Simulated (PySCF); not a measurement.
Species: C₄H₂BrSe, net charge -1, singlet state. It need not be the lowest isomer of its formula. Whether it binds its extra electron was not tested at this geometry. SMILES: Brc1cc[c-][se]1
Structure (B3LYP-D3(BJ)/def2-TZVP (Ansatz) minimum search):
```xyz
8

Br     1.8811    -0.8009     0.0550
C     -0.0026    -0.4080     0.0294
C     -0.9752    -1.3558     0.0993
C     -2.3110    -0.8299     0.0633
C     -2.5450     0.5315    -0.0346
Se    -0.7923     1.3041    -0.0930
H     -0.7458    -2.4139     0.1753
H     -3.1526    -1.5210     0.1144
```
Charge -1, spin multiplicity 1.

Dispersion corrections to the total energy (kcal/mol) from the dftd3 and dftd4 libraries through PySCF: D3(BJ) without and D4 with the three-body term, each with the damping fitted for the functional named.

| functional | D3(BJ) | D4 |
|---|---|---|
| B2GP-PLYP | -5.76 | -3.17 |
| PW6B95 | -3.97 | -6.32 |
| BLYP | … | -16.46 |
| B3LYP | -12.15 | … |
| BP86 | -11.64 | -10.31 |
| TPSSh | … | -9.10 |
| PBE0 | -5.82 | -6.31 |

Fill in the missing entries.


- BLYP, D3(BJ): -14.68
- B3LYP, D4: -12.24
- TPSSh, D3(BJ): -7.83
